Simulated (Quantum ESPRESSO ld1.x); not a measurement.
All-electron atom: the sulfur ion S2+ in [Ne] 3s2 3p2. Calculated with ld1.x of Quantum ESPRESSO 7.5: scalar-relativistic Kohn-Sham, LDA (Slater exchange, Perdew-Zunger correlation), spin-polarised, spherical densities, point nucleus; open shells are filled with parallel spins first.

Unscreened Slater integrals over Kohn-Sham orbitals (cm^-1). They are taken over the spin-up orbitals. Empty in this configuration: 3d.

| integral | value |
|---|---|
| F0(3p,3p) | 113050 |
| F2(3p,3p) | 57492 |
| F0(3p,3s) | 118860 |
| G1(3p,3s) | 79172 |
| F0(3p,2p) | 153510 |
| F2(3p,2p) | 27013 |
| G0(3p,2p) | 11100 |
| G2(3p,2p) | 11048 |
| F0(3p,2s) | 151630 |
| G1(3p,2s) | 8527.5 |
| F0(3p,3d) | 97272 |
| F2(3p,3d) | 46795 |
| G1(3p,3d) | 58759 |
| G3(3p,3d) | 35322 |
| F0(3s,3s) | 125710 |
| F0(3s,2p) | 166860 |
| G1(3s,2p) | 12969 |
| F0(3s,2s) | 165310 |
| G0(3s,2s) | 10363 |
| F0(3s,3d) | 101080 |
| G2(3s,3d) | 43308 |
| F0(2p,2p) | 455210 |
| F2(2p,2p) | 210290 |
| F0(2p,2s) | 430370 |
| G1(2p,2s) | 254600 |
| F0(2p,3d) | 117590 |
| F2(2p,3d) | 14882 |
| G1(2p,3d) | 8291.7 |
| G3(2p,3d) | 4644.1 |
| F0(2s,2s) | 413990 |
| F0(2s,3d) | 117510 |
| G2(2s,3d) | 6701.8 |
| F0(3d,3d) | 86548 |
| F2(3d,3d) | 42163 |
| F4(3d,3d) | 26712 |

Derived for the open shells (J is the average intra-shell exchange parameter used in DFT+U). 3p: J = F2/5 = 11500 cm^-1; in LS coupling 1D lies 6 F2/25 = 13800 cm^-1 above 3P.
